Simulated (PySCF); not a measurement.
# Rh³⁹⁺ (rhodium, charge +39): Hartree-Fock from Schrödinger to Dirac-Coulomb-Breit

Occupied: 1s1/2, 2s1/2, 2p1/2. Hartree-Fock calculated with PySCF 2.14 in an even-tempered Gaussian basis (19 s from 5.9 bohr⁻², ratio 2.3; 14 p from 7.1 bohr⁻², ratio 2.3), Gaussian nucleus throughout. NR is non-relativistic, sf-X2C the spin-free one-electron X2C Hamiltonian, X2C adds the bare one-electron spin-orbit term, X2C-SNSO screens it by Boettger's factors, DC is four-component Dirac-Coulomb, and the Gaunt and Breit terms are added at first order (total energies over the DC spinors, levels after relaxing the spinors in that mean field). QED terms are absent. Levels marked empty are virtual spinors of this ion.

```json
{"Hamiltonian": "X2C", "E (hartree)": "-2979.1477", "E − E(DC) (hartree)": "0.4262", "CPU seconds": "0.29"}
{"Hamiltonian": "X2C-SNSO", "E (hartree)": "-2978.7442", "E − E(DC) (hartree)": "0.8297", "CPU seconds": "0.29"}
{"Hamiltonian": "DC", "E (hartree)": "-2979.5738", "E − E(DC) (hartree)": "0.0000", "CPU seconds": "10"}
{"Hamiltonian": "DC+Gaunt", "E (hartree)": "-2977.4797", "E − E(DC) (hartree)": "2.0941", "CPU seconds": "21"}
{"Hamiltonian": "DC+Breit", "E (hartree)": "-2977.5882", "E − E(DC) (hartree)": "1.9856", "CPU seconds": "60"}
```

| level (eV) | X2C | X2C-SNSO | DC | DC+Gaunt | DC+Breit |
| --- | --- | --- | --- | --- | --- |
| 1s1/2 | -26465.6 | -26466.3 | -26479.8 | -26437.6 | -26438.9 |
| 2s1/2 | -6085.0 | -6085.2 | -6086.8 | -6082.8 | -6083.1 |
| 2p1/2 | -5960.0 | -5954.6 | -5955.9 | -5947.4 | -5948.5 |
| 2p3/2 (empty) | -5596.7 | -5599.2 | -5599.4 | -5595.2 | -5596.2 |
| 3s1/2 (empty) | -2509.9 | -2509.9 | -2510.3 | -2509.2 | -2509.4 |

Weight of the small component: 1s1/2 0.0272, 2s1/2 0.00623, 2p1/2 0.00620, 2p3/2 0.00591, 3s1/2 0.00251.

Koopmans' value for the highest occupied level at DC+Breit: 5948.5 eV, against an ionisation energy of 5940 ± 7 eV (semi-empirical (NIST evaluation); NIST Atomic Spectra Database, ionization energies); the former lacks relaxation, correlation, QED and recoil.

The whole ladder took 95 s of wall time on 1 thread of Neoverse-V1 (shared host), launched as `OMP_NUM_THREADS=1 python relrun2.py TASK.json OUT` (a driver that calls PySCF for each Hamiltonian).
